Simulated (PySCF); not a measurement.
In(Me)2(NH3) (C2H9InN), SMILES [CH3][In]([CH3])<-[NH3] (connectivity only; charge and spin as stated), neutral, multiplicity 2.

Coordinates come from a B3LYP-D3(BJ)/def2-SVP optimisation. The spin state was assumed, not searched. The isomer is the one that the SMILES or the coordinates give; other isomers of the formula were not compared. The def2 effective core potentials stand for the cores of In; spin–orbit coupling is left out.

The numbers are results of C-PCM-B3LYP/def2-SVP run with PySCF 2.14.0, not measurements.

The values are the electrostatic part of the solvation free energy, E(continuum) − E(gas) at the gas-phase geometry, in a cavity of scaled van der Waals radii (PySCF's table); cavitation and dispersion terms are not included. A continuum can't describe solvent molecules that bind to the metal. The dipole moment in vacuum is 4.43 D.

| solvent | ε | ΔG(elec) (kcal/mol) | dipole (D) |
|---|---|---|---|
| water | 78.36 | -7.1 | 5.61 |
| diethylether | 4.24 | ? | ? |
| chlorobenzene | 5.70 | -5.8 | 5.36 |

Problem. Fill in the missing entries. (An estimate is asked for; the answer gives what the named calculation found.)

Solution. 
- diethylether, ΔG(elec) (kcal/mol): -5.3
- diethylether, dipole (D): 5.28
